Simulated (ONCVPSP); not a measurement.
**Te, ONCV: configuration errors across variants**

```json
{"Element": "Te (Z = 52)", "Generator": "ONCVPSP 4.0.1", "Type": "optimised norm-conserving Vanderbilt (ONCV)", "Functional": "PBE", "Relativity": "scalar-relativistic", "Frozen core": "[Kr]", "Valence charge": "16", "Reference configuration": "4d10 5s2 5p3 (charge +1)", "Partial waves": "5s: rc 1.85 bohr, ncon 4, nbas 8, qcut 3.2 1/bohr, 1 projector; 5p: rc 2.20 bohr, ncon 3, nbas 6, qcut 4.4 1/bohr, 1 projector; 4d: rc 1.45 bohr, ncon 4, nbas 8, qcut 10.6 1/bohr, 2 projectors, debl 0.5 Ha", "Local potential": "polynomial inside 1.45 bohr (lpopt 5, dvloc0 6 Ha)", "Core correction": "polynomial model core, fcfact 0.65"}
```

In the d channel the program set the typed energies aside and used -1.862, 0.250 Ha.

All-electron excitation energies from the reference (eV): (1) 4d10 5s2 5p4 -9.729; (2) 4d10 5s2 5p2 17.925; (3) 4d10 5s2 5p1 44.823; (4) 4d10 5s2 5p3.5 -5.831.

3 further variants failed, have other tests or too few solved ones, and are left out.

Errors AE − PS in meV (a dash: test not solved or not reliable):

| change | (1) | (2) | (3) | (4) | bound ghosts | GHOST(+) flags above zero |
| --- | --- | --- | --- | --- | --- | --- |
| base | +5.8 | +0.6 | +8.0 | +2.4 | none | s |
| s: qcut 2.1; p: qcut 2.9; d: qcut 7.1 | +6.0 | +2.3 | +8.2 | +2.2 | none | s |
| s: qcut 2.5; p: qcut 3.4; d: qcut 8.2 | +6.0 | +1.7 | +8.4 | +2.3 | none | s |
| s: qcut 2.7; p: qcut 3.6; d: qcut 8.8 | +5.9 | +1.5 | +8.1 | +2.3 | none | s |
| s: qcut 3; p: qcut 4.1; d: qcut 9.8 | +5.9 | +0.9 | +8.1 | +2.4 | none | s |
| s: qcut 3.3; p: qcut 4.5; d: qcut 10.9 | +5.8 | +0.5 | +7.7 | +2.4 | none | s |

Task: Give the same row for: s: qcut 3.8; p: qcut 5.2; d: qcut 12.5.

Result: +5.6, 0.0, +6.8, +2.4; bound ghosts: none; GHOST(+) flags above zero: s.
